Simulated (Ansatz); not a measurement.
`CC1(F)BO1` + HBr → `FC1(Br)BO1` + CH₄  (substitution at a C–C bond)

Computed with Ansatz on PBE0-D4/def2-TZVP structures; ΔE is electronic, products minus reactants. CBS: MP2 limit from def2 TZ/QZ plus the TZ coupled-cluster correction, frozen cores. This one scheme is used for every species. DFT in def2-TZVPP. HSE06 is defined as in plane-wave codes. For Br outer-core shells are correlated without core-valence functions, which leaves a few kJ/mol of doubt a bond. Scalar relativity is left out up to krypton.

`CC1(F)BO1`:

Cartesian coordinates in Å:
```
C 0.958 -0.452 0.475
C -0.084 0.081 -0.444
F 0.301 -0.061 -1.745
B -1.341 0.870 -0.162
O -1.430 -0.461 -0.249
H 0.630 -0.377 1.512
H 1.879 0.121 0.357
H 1.165 -1.499 0.240
H -2.078 1.778 0.016
```

HBr:

Z-matrix (Å, degrees):
```
Br
H 1 1.420
```

`FC1(Br)BO1`:

Z-matrix (Å, degrees):
```
C
Br 1 1.908
B 1 1.504 2 125.3
F 1 1.337 2 110.2 3 -169.3
O 1 1.433 2 114.6 3 62.7
H 3 1.180 1 161.8 2 -84.5
```

CH₄:

Cartesian coordinates in Å:
```
C 0.000 0.000 0.000
H -1.086 0.090 0.027
H 0.450 0.974 0.187
H 0.310 -0.361 -0.980
H 0.325 -0.704 0.766
```

| level | ΔE (kJ/mol) | difference from CCSD(T)/CBS |
| --- | --- | --- |
| revPBE-D4 | 25.9 | -12.4 |
| BLYP-D4 | 25.9 | -12.4 |
| ωB97M-V | 37.0 | -1.3 |
| PBE | 28.5 | -9.8 |
| HSE06 | 35.3 | -3.0 |
| HF/def2-SVP | 59.9 | 21.6 |
| MP2/def2-SVP | 48.2 | 9.9 |
| CCSD(T)/def2-SVP | 52.0 | 13.7 |
| CCSD(T)/def2-TZVPP | 38.2 | -0.1 |
| HF/def2-QZVPP | 48.9 | 10.6 |
| CCSD(T)/CBS | 38.3 | 0 |

Largest T1 diagnostic among the species: 0.015.

At CCSD(T), def2-SVP lies +13.7 kJ/mol from the extrapolated value and def2-TZVPP −0.1 kJ/mol. Leaving LDA and LC-ωPBE aside and taking each functional with its dispersion term where it has one, the values, not all of them listed here, spread over 13.6 kJ/mol, from BLYP-D4 to BHLYP-D4. LDA lies +8.0 kJ/mol from PBE without D4. From PBE to PBE0 (25 % exact exchange), in def2-TZVPP and without D4, ΔE moves by +7.1 kJ/mol.
